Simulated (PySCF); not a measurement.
A run for PySCF: D3(BJ) and D4 dispersion corrections on H2O (SMILES O).

```python
from pyscf import gto
from pyscf.dispersion import dftd3, dftd4

mol = gto.M(
    atom='''
    O    -0.00000000    0.00000000    0.38961139
    H     0.00000000    0.76498632   -0.19485569
    H     0.00000000   -0.76498632   -0.19485569
    ''',
    basis='def2-svp',
    charge=0, spin=0, verbose=0, max_memory=1800)
d3, d4 = {}, {}
for xc in ['hf', 'pbe', 'blyp', 'revpbe', 'tpss', 'r2scan', 'b3lyp', 'pbe0', 'bhlyp', 'camb3lyp', 'b2plyp']:
    d3[xc] = float(dftd3.DFTD3Dispersion(mol, xc=xc, version='d3bj', atm=False).get_dispersion()['energy'])
    print(f'D3(BJ) {xc:10s} {d3[xc]:14.8f} Eh')
for xc in ['hf', 'pbe', 'blyp', 'revpbe', 'tpss', 'r2scan', 'b3lyp', 'pbe0', 'bhlyp', 'camb3lyp', 'b2plyp']:
    d4[xc] = float(dftd4.DFTD4Dispersion(mol, xc={'camb3lyp': 'cam-b3lyp'}.get(xc, xc), atm=True).get_dispersion()['energy'])
    print(f'D4     {xc:10s} {d4[xc]:14.8f} Eh')
```

Program output:

```
D3(BJ) hf            -0.00450233 Eh
D3(BJ) pbe           -0.00035943 Eh
D3(BJ) blyp          -0.00071916 Eh
D3(BJ) revpbe        -0.00106188 Eh
D3(BJ) tpss          -0.00042042 Eh
D3(BJ) r2scan        -0.00008484 Eh
D3(BJ) b3lyp         -0.00057383 Eh
D3(BJ) pbe0          -0.00027686 Eh
D3(BJ) bhlyp         -0.00040942 Eh
D3(BJ) camb3lyp      -0.00021234 Eh
D3(BJ) b2plyp        -0.00023428 Eh
D4     hf            -0.00098317 Eh
D4     pbe           -0.00019578 Eh
D4     blyp          -0.00047287 Eh
D4     revpbe        -0.00094918 Eh
D4     tpss          -0.00026710 Eh
D4     r2scan        -0.00004686 Eh
D4     b3lyp         -0.00031026 Eh
D4     pbe0          -0.00015671 Eh
D4     bhlyp         -0.00018233 Eh
D4     camb3lyp      -0.00014972 Eh
D4     b2plyp        -0.00013382 Eh
```

The run finished.

Cost: roughly 0.010 core-seconds.
